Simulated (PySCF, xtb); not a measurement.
Al(OH)2(NH2) (AlH4NO2), SMILES [NH2][Al]([OH])[OH].

xtb with GFN2-xTB at its own geometry gives an orbital gap of 3.94 eV and a dipole moment of 0.80 D.

Coordinates come from a B3LYP-D3(BJ)/def2-SVP optimisation. One conformer was computed; it need not be the lowest.

**Question.** What does PBE/def2-TZVPD in PySCF give? (An estimate is asked for; the answer gives what the named calculation found.)

**Answer.** gap 4.55 eV (levels -6.00 and -1.45 eV), dipole 1.56 D.
